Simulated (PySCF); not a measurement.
**How methods differ on the excitation energy of Ru**

Ru [Kr] 4d7 5s1 (5F) → Ru [Kr] 4d7 5p1 (high-spin determinant), as a difference of total energies. Calculation: PySCF 2.14, in def2-TZVPPD with the def2 core potential (28 electrons) (6s4p3d2f1g, 56 functions); a scalar-relativistic core potential. Correlated levels: valence and next inner shell: nothing frozen outside the core potential. The calculations carry no spin-orbit coupling.

```json
{"method": "UHF", "excitation energy (eV)": "3.024"}
{"method": "MP2 (valence and next inner shell)", "excitation energy (eV)": "3.609"}
{"method": "SCS-MP2 (valence and next inner shell)", "excitation energy (eV)": "3.469"}
{"method": "CCSD (valence and next inner shell)", "excitation energy (eV)": "3.474"}
{"method": "CCSD(T) (valence and next inner shell)", "excitation energy (eV)": "3.476"}
```

How much does correlation contribute at CCSD(T) (valence and next inner shell)?

3.476 − (3.024) = 0.452 eV, measured against UHF.

The determinant of the upper state mixes LS terms, which raises its energy above the lowest term, most at the Hartree-Fock and MP2 levels.
